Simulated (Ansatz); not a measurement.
C$_{3}$H$_{7}$NOSi, SMILES `C/C=C1\N[SiH2]O1` at its PBE0-D4/def2-TZVP geometry, where that method's forces vanish. Total charge 0; spin multiplicity 1.

```xyz
13

C     0.9515    0.2445    1.9350
C     0.1987    0.9384    0.8508
C    -0.1794    0.3575   -0.2795
N    -0.0336   -0.9487   -0.7796
Si   -0.9769   -0.4776   -2.1404
O    -0.8613    0.9822   -1.3193
H     1.8619    0.7903    2.2016
H     1.2605   -0.7606    1.6371
H     0.3596    0.1465    2.8516
H    -0.0679    1.9817    0.9688
H     0.1642   -1.7381   -0.1949
H    -0.3244   -0.4939   -3.4706
H    -2.3528   -1.0221   -2.2607
```

Task: What forces (eV/Å) does B3LYP-D4/def2-TZVPP give on these atoms in Ansatz? (Estimate.)

Result: Computed: 
```
C1   0.106 -0.082  0.152
C2  -0.087  0.163 -0.074
C3   0.172  0.140  0.401
N4   0.057 -0.251 -0.006
Si5 -0.154 -0.144 -0.359
O6  -0.153  0.206 -0.199
H7  -0.032 -0.026  0.002
H8  -0.011  0.040  0.025
H9   0.034 -0.002 -0.026
H10  0.024 -0.064  0.009
H11  0.007 -0.006 -0.007
H12 -0.051 -0.004  0.082
H13  0.088  0.030  0.001
```

B3LYP here is the variant with VWN-RPA as its local correlation; programs differ in this.
